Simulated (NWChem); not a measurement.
C$_{4}$H$_{2}$BF; SMILES C#CB(F)C#C

```xyz
8

B      0.0000     0.0000     0.4357
C     -1.3272     0.0000    -0.3085
C     -2.3695     0.0000    -0.9314
H     -3.2901     0.0000    -1.4723
C      1.3272     0.0000    -0.3085
C      2.3695     0.0000    -0.9314
H      3.2901     0.0000    -1.4723
F      0.0000     0.0000     1.7698
```
Atoms are numbered in this order, from 1.

All runs: NWChem. The geometry was optimised at B3LYP/6-31G* (spherical d). Vzz is the largest principal value of the second derivative of the potential at the nucleus (NWChem prints the opposite sign); η is the asymmetry. Non-relativistic.

Q: Estimate the computed values for Hartree-Fock/cc-pVTZ. Quantities: Vzz B1 (a.u.); η B1.

A: The vzz B1 (a.u.) is 0.438 and the η B1 is 0.37.
